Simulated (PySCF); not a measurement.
PySCF job for CH7FN2Si, SMILES CN[Si@H](N)F, TDDFT-PBE/def2-SVPD. The structure is a stationary point at r2SCAN-D4/def2-SVP. The structure was generated by enumeration; whether it is a known compound was not checked. The values are those of a single conformer.

```python
import numpy as np
from pyscf import gto, scf, dft, tdscf

mol = gto.M(
    atom='''
    C     2.18559660    0.02386856    0.95622735
    N     1.05549479   -0.51902992    0.22962988
    Si   -0.49705496    0.17703658    0.08417020
    N    -1.59181000   -1.08337678   -0.30205602
    F    -0.70345753    1.23304356   -1.14642236
    H     1.83540026    0.79468369    1.66075043
    H     2.70030381   -0.74962613    1.55365095
    H     2.93958195    0.49995771    0.30112818
    H     1.29246160   -1.26791039   -0.41616559
    H    -0.69793485    0.99989339    1.30895804
    H    -2.45902867   -0.87515573   -0.78602668
    H    -1.68026978   -1.90411103    0.28674178
    ''',
    basis='def2-SVPD',
    charge=0,
    spin=0,
    max_memory=1600,
    verbose=4,
)
mf = dft.RKS(mol, xc='pbe').density_fit(auxbasis='def2-universal-jkfit')
mf.grids.level = 3
mf.conv_tol = 1e-9
mf.max_cycle = 100
mf.kernel()
mf.grids = dft.Grids(mol).set(level=1).build(with_non0tab=True)  # coarser grid for the response kernel
td = tdscf.TDDFT(mf)
td.singlet = True
td.nstates = 10
td.conv_tol = 1e-4
td.positive_eig_threshold = 1e-6
td.kernel(x0=td.get_init_guess(mf, 15))
td.analyze()
tt = tdscf.TDA(mf)
tt.singlet = False
tt.nstates = 4
tt.conv_tol = 1e-4
tt.positive_eig_threshold = 1e-6
tt.kernel(x0=tt.get_init_guess(mf, 9))
tt.analyze(verbose=3)
```

Program output:

```
PySCF version 2.14.0

[INPUT] verbose = 4
[INPUT] num. atoms = 12
[INPUT] num. electrons = 50
[INPUT] charge = 0
[INPUT] spin (= nelec alpha-beta = 2S) = 0
[INPUT] symmetry False subgroup None
[INPUT] Mole.unit = angstrom
[INPUT] Symbol           X                Y                Z      unit          X                Y                Z       unit  Magmom
[INPUT]  1 C      2.185596600000   0.023868560000   0.956227350000 AA    4.130178992781   0.045105041388   1.807007804319 Bohr   0.0
[INPUT]  2 N      1.055494790000  -0.519029920000   0.229629880000 AA    1.994596079005  -0.980824399255   0.433937583217 Bohr   0.0
[INPUT]  3 Si    -0.497054960000   0.177036580000   0.084170200000 AA   -0.939297743257   0.334550650230   0.159058625850 Bohr   0.0
[INPUT]  4 N     -1.591810000000  -1.083376780000  -0.302056020000 AA   -3.008084942344  -2.047285403913  -0.570803152076 Bohr   0.0
[INPUT]  5 F     -0.703457530000   1.233043560000  -1.146422360000 AA   -1.329342071963   2.330114628059  -2.166424283478 Bohr   0.0
[INPUT]  6 H      1.835400260000   0.794683690000   1.660750430000 AA    3.468403820356   1.501734529759   3.138363473954 Bohr   0.0
[INPUT]  7 H      2.700303810000  -0.749626130000   1.553650950000 AA    5.102834654020  -1.416588081518   2.935974788670 Bohr   0.0
[INPUT]  8 H      2.939581950000   0.499957710000   0.301128180000 AA    5.555004806215   0.944783145765   0.569049788589 Bohr   0.0
[INPUT]  9 H      1.292461600000  -1.267910390000  -0.416165590000 AA    2.442398450517  -2.396003387590  -0.786438987568 Bohr   0.0
[INPUT] 10 H     -0.697934850000   0.999893390000   1.308958040000 AA   -1.318905719289   1.889524660863   2.473572204147 Bohr   0.0
[INPUT] 11 H     -2.459028670000  -0.875155730000  -0.786026680000 AA   -4.646890718753  -1.653804646044  -1.485375151801 Bohr   0.0
[INPUT] 12 H     -1.680269780000  -1.904111030000   0.286741780000 AA   -3.175249699583  -3.598248357463   0.541863432670 Bohr   0.0

nuclear repulsion = 251.342992244035
number of shells = 71
number of NR pGTOs = 235
number of NR cGTOs = 163
basis = def2-SVPD
ecp = {}


[settings echo left out]
init E= -540.752936483342
  HOMO = -0.294978022941061  LUMO = -0.0287415570992953  gap/eV = 7.24466
cycle= 1 E= -540.45540674631  delta_E= 0.298  |g|= 0.773  |ddm|= 4.46
  HOMO = -0.117669996598634  LUMO = 0.0188546271269687  gap/eV = 3.71502
cycle= 2 E= -540.113838917145  delta_E= 0.342  |g|= 1.52  |ddm|=  2.7
  HOMO = -0.212381772857029  LUMO = -0.00492356906061042  gap/eV = 5.64523
cycle= 3 E= -540.578019274701  delta_E= -0.464  |g|= 0.103  |ddm|= 1.87
  HOMO = -0.215946181401771  LUMO = -0.00502275381902173  gap/eV = 5.73952
cycle= 4 E= -540.579677997885  delta_E= -0.00166  |g|= 0.062  |ddm|= 0.184
  HOMO = -0.212308942671192  LUMO = -0.00398270586950789  gap/eV = 5.66885
cycle= 5 E= -540.58039233061  delta_E= -0.000714  |g|= 0.0157  |ddm|= 0.0707
  HOMO = -0.213276233652807  LUMO = -0.00445657416370082  gap/eV = 5.68227
cycle= 6 E= -540.580446361439  delta_E= -5.4e-05  |g|= 0.00611  |ddm|= 0.022
  HOMO = -0.213081486312832  LUMO = -0.0044959745439721  gap/eV = 5.67590
cycle= 7 E= -540.580454248414  delta_E= -7.89e-06  |g|= 0.00093  |ddm|= 0.0067
  HOMO = -0.213177550902682  LUMO = -0.00449975837849026  gap/eV = 5.67841
cycle= 8 E= -540.580454417832  delta_E= -1.69e-07  |g|= 0.000412  |ddm|= 0.00145
  HOMO = -0.213139515580572  LUMO = -0.00450632266440509  gap/eV = 5.67720
cycle= 9 E= -540.580454450193  delta_E= -3.24e-08  |g|= 0.000158  |ddm|= 0.000581
  HOMO = -0.213153709498904  LUMO = -0.00450575675474774  gap/eV = 5.67760
cycle= 10 E= -540.580454456231  delta_E= -6.04e-09  |g|= 1.95e-05  |ddm|= 0.000197
  HOMO = -0.213156618282786  LUMO = -0.00450735052215956  gap/eV = 5.67764
cycle= 11 E= -540.580454456305  delta_E= -7.39e-11  |g|= 1.21e-05  |ddm|= 5.17e-05
  HOMO = -0.213153715426748  LUMO = -0.00450633689247226  gap/eV = 5.67758
Extra cycle  E= -540.580454456273  delta_E= 3.23e-11  |g|= 1.77e-05  |ddm|= 4.38e-05
converged SCF energy = -540.580454456273
tot grids = 44440
Overwritten attributes  positive_eig_threshold  of <class 'pyscf.tdscf.rks.CasidaTDDFT'>


******** <class 'pyscf.tdscf.rks.CasidaTDDFT'> for <class 'pyscf.df.df_jk.DFRKS'> ********
nstates = 10 singlet
deg_eia_thresh = 1.000e-03
wfnsym = None
conv_tol = 0.0001
eigh lindep = 1e-12
eigh level_shift = 0
eigh max_cycle = 100


Excitation energies (eV)
[5.70218597 5.95315209 6.31197326 6.49941761 6.79483086 6.88750126
 7.04849975 7.30544857 7.31581435 7.51926479]

** Singlet excitation energies and oscillator strengths **
Excited State   1:      5.70219 eV    217.43 nm  f=0.0081
      25 -> 26       -0.70526
Excited State   2:      5.95315 eV    208.27 nm  f=0.0009
      25 -> 27       -0.70456
Excited State   3:      6.31197 eV    196.43 nm  f=0.0358
      24 -> 26        0.68554
      24 -> 27        0.15096
Excited State   4:      6.49942 eV    190.76 nm  f=0.0118
      24 -> 26        0.15279
      24 -> 27       -0.68420
Excited State   5:      6.79483 eV    182.47 nm  f=0.0570
      25 -> 28        0.59241
      25 -> 29        0.35324
Excited State   6:      6.88750 eV    180.01 nm  f=0.0303
      25 -> 28       -0.33480
      25 -> 29        0.60158
Excited State   7:      7.04850 eV    175.90 nm  f=0.0165
      24 -> 28       -0.68767
      25 -> 28       -0.10993
Excited State   8:      7.30545 eV    169.71 nm  f=0.0178
      25 -> 30       -0.69536
Excited State   9:      7.31581 eV    169.47 nm  f=0.0168
      24 -> 29       -0.69218
Excited State  10:      7.51926 eV    164.89 nm  f=0.0063
      25 -> 31        0.70451

** Transition electric dipole moments (AU) **
state          X           Y           Z        Dip. S.      Osc.
  1        -0.0679     -0.1957      0.1215      0.0577      0.0081
  2         0.0681      0.0330     -0.0170      0.0060      0.0009
  3         0.2590     -0.1630     -0.3712      0.2314      0.0358
  4        -0.0232     -0.1805     -0.2020      0.0739      0.0118
  5         0.5813     -0.0414     -0.0534      0.3424      0.0570
  6        -0.3514      0.1376     -0.1931      0.1797      0.0303
  7        -0.0779      0.2969      0.0346      0.0954      0.0165
  8         0.0916      0.1741     -0.2467      0.0996      0.0178
  9        -0.1861      0.2074      0.1264      0.0936      0.0168
 10         0.1226      0.0769      0.1147      0.0341      0.0063

** Transition velocity dipole moments (imaginary part, AU) **
state          X           Y           Z        Dip. S.      Osc.
  1        -0.0169     -0.0436      0.0298      0.0031      0.0098
  2         0.0167      0.0075     -0.0034      0.0003      0.0011
  3         0.0647     -0.0385     -0.0935      0.0144      0.0414
  4        -0.0042     -0.0431     -0.0489      0.0043      0.0119
  5         0.1446     -0.0102     -0.0140      0.0212      0.0566
  6        -0.0882      0.0374     -0.0508      0.0118      0.0310
  7        -0.0198      0.0776      0.0060      0.0065      0.0166
  8         0.0225      0.0490     -0.0667      0.0074      0.0183
  9        -0.0499      0.0559      0.0297      0.0065      0.0161
 10         0.0273      0.0180      0.0382      0.0025      0.0061

** Transition magnetic dipole moments (imaginary part, AU) **
state          X           Y           Z
  1         0.0580      0.1063      0.1058
  2         0.3977     -0.4100     -0.2436
  3        -0.2457      0.4622     -0.4133
  4        -0.0767      0.4285     -0.5265
  5        -0.0945     -0.1192     -0.2784
  6        -0.0650     -0.0798      0.0844
  7         0.4789     -0.0745      0.0486
  8        -0.0589     -0.2018     -0.3069
  9        -0.1907     -0.0473      0.1021
 10         0.2068     -0.0637     -0.1029
Overwritten attributes  positive_eig_threshold  of <class 'pyscf.tdscf.rks.TDA'>


******** <class 'pyscf.tdscf.rks.TDA'> for <class 'pyscf.df.df_jk.DFRKS'> ********
nstates = 4 triplet
deg_eia_thresh = 1.000e-03
wfnsym = None
conv_tol = 0.0001
eigh lindep = 1e-12
eigh level_shift = 0
eigh max_cycle = 100


Excitation energies (eV)
[5.6040219  5.80823359 5.98344446 6.23884864]

** Triplet excitation energies and oscillator strengths **
Excited State   1:      5.60402 eV    221.24 nm  f=0.0000
Excited State   2:      5.80823 eV    213.46 nm  f=0.0000
Excited State   3:      5.98344 eV    207.21 nm  f=0.0000
Excited State   4:      6.23885 eV    198.73 nm  f=0.0000
```

The run converged.
